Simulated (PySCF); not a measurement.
One of the candidates below gave these computed data.

All candidates are C6H7N.

* Triplet: lowest triplet excitation (Tamm–Dancoff): 4.31 eV [TDA CAM-B3LYP/def2-SVPD]
* UV, strongest line: among the 8 lowest singlet transitions: S6 at 7.29 eV (170 nm, f = 0.583) [TDDFT CAM-B3LYP/def2-SVPD]
* Rotational structure: rotational constants A, B, C: 5.925, 2.572, 1.814 GHz [GFN2-xTB]
* Dipole: 2.77 D [CAM-B3LYP/def2-SVPD]
* Polarisability: 73.4 au [CAM-B3LYP/def2-SVPD]
* UV, first state: lowest singlet excitation: 5.17 eV (240 nm, f = 0.005) [TDDFT CAM-B3LYP/def2-SVPD]

The electronic properties come from PySCF, for the isolated species, density fitting. Levels stand in brackets. Isolated species at its GFN2-xTB geometry, gas phase.

**Question.** Which candidate is it?
A. `Cc1ccncc1`
B. `C=CC/C=C\C#N`
C. `N#C/C=C\C1CC1`

**Answer.** A. It is `Cc1ccncc1`. Numbering: `[CH3:1][c:2]1[cH:3][cH:4][n:5][cH:6][cH:7]1`. Its formula, C6H7N, gives 4 degrees of unsaturation: 1 ring and 3 π bonds in the structure found (Kekulé form). The optimised geometry has point group Cs and is an asymmetric top.

The others, at the same levels:
- `C=CC/C=C\C#N` fails: its computed lowest singlet excitation is 6.00 eV (207 nm, f = 0.377) (against 5.17 eV), lowest triplet excitation (Tamm–Dancoff) is 3.74 eV (against 4.31 eV) and static isotropic polarisability is 77.7 au (against 73.4 au).
- `N#C/C=C\C1CC1` fails: its computed lowest singlet excitation is 5.87 eV (211 nm, f = 0.533) (against 5.17 eV), lowest triplet excitation (Tamm–Dancoff) is 3.60 eV (against 4.31 eV) and static isotropic polarisability is 75.7 au (against 73.4 au).

Each candidate is one conformer, not necessarily the lowest. The conformers computed, where there is a choice (atom-mapped SMILES and torsion angles):
- `[CH2:1]=[CH:2][CH2:3]/[CH:4]=[CH:5]\[C:6]#[N:7]`: C1–C2–C3–C4 113°, C2–C3–C4–C5 116°
- `[N:1]#[C:2]/[CH:3]=[CH:4]\[CH:5]1[CH2:6][CH2:7]1`: C3–C4–C5–C6 -146°
